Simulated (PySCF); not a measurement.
Order these species by their calculated properties.

Species are written as SMILES; each is one conformer at its optimised geometry, gas phase, non-relativistic unless stated. Electronic properties by PySCF.

Dipoles, sizes and rotational constants follow the conformer. The torsions of the flexible species, by atom-mapped SMILES:
- `[CH3:1][O:2][C:3]([C:4](=[O:5])[F:6])=[C:7]([CH3:8])[CH3:9]`: C1–O2–C3–C4 70°, O2–C3–C4–O5 -177°
- `[CH3:1][c:2]1[cH:3][n:4][n:5][cH:6][c:7]1[N:8]([CH3:9])[CH3:10]`: C6–C7–N8–C9 131°
- `[CH3:1][CH2:2][c:3]1[n:4][c:5]([CH3:6])[n:7][n:8][c:9]1[CH3:10]`: C1–C2–C3–N4 -90°
- `[CH3:1][CH2:2][c:3]1[n:4][n:5][cH:6][n:7]1[CH:8]1[CH2:9][CH2:10]1`: C1–C2–C3–N4 96°, C6–N7–C8–C9 43°
- `[F:1][CH2:2][CH2:3][F:4]`: F1–C2–C3–F4 86°
- `[CH3:1][CH2:2][c:3]1[n:4][cH:5][n:6][c:7]([C:8]([F:9])([F:10])[F:11])[n:12]1`: C1–C2–C3–N4 179°, N6–C7–C8–F9 -26°
- `[CH3:1][C:2]([CH3:3])([CH3:4])[c:5]1[n:6][cH:7][n:8][cH:9][n:10]1`: C1–C2–C5–N6 -89°
- `[CH3:1][O:2]/[CH:3]=[C:4](/[C:5](=[O:6])[F:7])[CH:8]([CH3:9])[CH3:10]`: C1–O2–C3–C4 177°, C3–C4–C5–O6 177°, C3–C4–C8–C9 122°
- `[CH2:1]=[CH:2][CH2:3][C:4](=[S:5])[N:6]([CH3:7])[CH3:8]`: C1–C2–C3–C4 133°, C2–C3–C4–S5 101°, C3–C4–N6–C7 0°
- `[CH:1]#[C:2][CH2:3][Si@:4]([CH3:5])([C:6]#[N:7])[CH:8]=[CH2:9]`: C2–C3–Si4–C5 -59°, C3–Si4–C8–C9 -72°
- `[CH3:1][CH:2]([CH3:3])[O:4][CH2:5][S:6](=[O:7])(=[O:8])[OH:9]`: C1–C2–O4–C5 176°, C2–O4–C5–S6 -60°, O4–C5–S6–O7 82°, H–O9–S6–C5 -99°
- `[CH3:1][C@@H:2]1[O:3][C:4](=[O:5])[C:6](=[O:7])[O:8][C@H:9]1[C:10]([F:11])([F:12])[F:13]`: O8–C9–C10–F11 -166°

(1) Rank by dipole moment, lowest first (PBE0/pcSseg-1 at GFN2-xTB geometries).
A. `FCCF` (C2H4F2)
B. `Cc1cnncc1N(C)C` (C7H11N3)
C. `C(C)c1nncn1C1CC1` (C7H11N3)
D. `n1cnc(nc1CC)C(F)(F)F` (C6H6F3N3)
E. `FC(C(=C(C)C)OC)=O` (C6H9FO2)
F. `CO/C=C(/C(=O)F)C(C)C` (C7H11FO2)
G. `CC(C)(C)c1ncncn1` (C7H11N3)
H. `CCC1=C(C)N=NC(C)=N1` (C7H11N3)

(2) By how much do the two ends of that ranking differ?

(3) Rank by HOMO energy, lowest first (PBE0/pcSseg-1 at GFN2-xTB geometries).
A. `C#CC[Si@](C)(C#N)C=C` (C7H9NSi)
B. `CO/C=C(/C(=O)F)C(C)C` (C7H11FO2)
C. `Cc1cnncc1N(C)C` (C7H11N3)
D. `C#C[Si@]1(C)C[C@H](C#N)C1` (C7H9NSi)
E. `CC(C)OCS(=O)(=O)O` (C4H10O4S)
F. `FCCF` (C2H4F2)
G. `CCC1=C(C)N=NC(C)=N1` (C7H11N3)
H. `CN(C(=S)CC=C)C` (C6H11NS)

(4) Rank by HOMO–LUMO gap, highest first (PBE0/pcSseg-1 at GFN2-xTB geometries).
A. `c1(N(C)C)c(cnnc1)C` (C7H11N3)
B. `CC(C)OCS(=O)(=O)O` (C4H10O4S)
C. `FCCF` (C2H4F2)
D. `C[C@@H]1OC(=O)C(=O)O[C@H]1C(F)(F)F` (C6H5F3O4)
E. `CO/C=C(/C(=O)F)C(C)C` (C7H11FO2)
F. `C#CC[Si@](C)(C#N)C=C` (C7H9NSi)

(5) Give the two extremes of that set in kcal/mol.

(6) Rank by smallest rotational constant, lowest first (GFN2-xTB).
A. `C#CC[Si@](C)(C#N)C=C` (C7H9NSi)
B. `CCc1ncnc(C(F)(F)F)n1` (C6H6F3N3)
C. `CO/C=C(/C(=O)F)C(C)C` (C7H11FO2)
D. `C#C[Si@]1(C)C[C@H](C#N)C1` (C7H9NSi)
E. `C[C@@H]1OC(=O)C(=O)O[C@H]1C(F)(F)F` (C6H5F3O4)
F. `C=CCC(=S)N(C)C` (C6H11NS)
G. `FCCF` (C2H4F2)

(7) By how much do the two ends of that ranking differ?

## Answers

(1) G (0.81 D), A (2.42 D), D (3.04 D), H (3.24 D), E (3.60 D), F (5.34 D), B (6.06 D), C (6.32 D).

(2) By 5.51 D, between `CCc1nncn1C1CC1` and `CC(C)(C)c1ncncn1`.

(3) F (-9.38 eV), D (-8.11 eV), E (-7.99 eV), A (-7.76 eV), B (-7.21 eV), G (-6.48 eV), C (-6.17 eV), H (-5.78 eV).

(4) C (10.95 eV), B (8.53 eV), F (6.71 eV), D (6.29 eV), E (5.88 eV), A (5.39 eV).

(5) `Cc1cnncc1N(C)C`: 124 kcal/mol; `FCCF` (1,2-difluoroethane): 253 kcal/mol.

(6) E (0.470 GHz), B (0.522 GHz), C (0.698 GHz), D (0.753 GHz), A (0.810 GHz), F (0.901 GHz), G (4.247 GHz).

(7) By 3.777 GHz, between `FCCF` (1,2-difluoroethane) and `C[C@@H]1OC(=O)C(=O)O[C@H]1C(F)(F)F`.
